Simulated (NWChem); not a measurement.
System: C₃H₄BFO; SMILES C1[C@@H](F)B(C=1)O

```xyz
10

O      0.9907     1.7689    -0.1326
B      0.0779     0.8211     0.1499
C     -1.4378     0.6840    -0.0979
C     -1.2437    -0.6591    -0.1021
C      0.1446    -0.7530     0.4804
F      1.0451    -1.5247    -0.2309
H      1.8958     1.4661    -0.0011
H     -2.3370     1.2510    -0.3445
H     -1.8860    -1.4827    -0.4450
H      0.1567    -1.0921     1.5302
```
Atoms are numbered in this order, from 1.

Computed with NWChem. Structure relaxed at the PBE0/def2-SVP level. Atomic charges in e: unrestrained fits to the electrostatic potential beside Mulliken populations; buried atoms are poorly determined by the fit.

Problem. What does the run give for B3LYP/def2-SVP? Quantities: ESP O1; Mulliken O1; ESP B2; Mulliken B2; ESP C3; Mulliken C3; ESP C4; Mulliken C4; ESP C5; Mulliken C5; relative RMS misfit of the potential (%).

Solution. 
- ESP O1: -0.52
- Mulliken O1: -0.08
- ESP B2: 0.32
- Mulliken B2: -0.14
- ESP C3: -0.29
- Mulliken C3: 0.07
- ESP C4: 0.02
- Mulliken C4: -0.10
- ESP C5: 0.18
- Mulliken C5: 0.29
- relative RMS misfit of the potential (%): 30
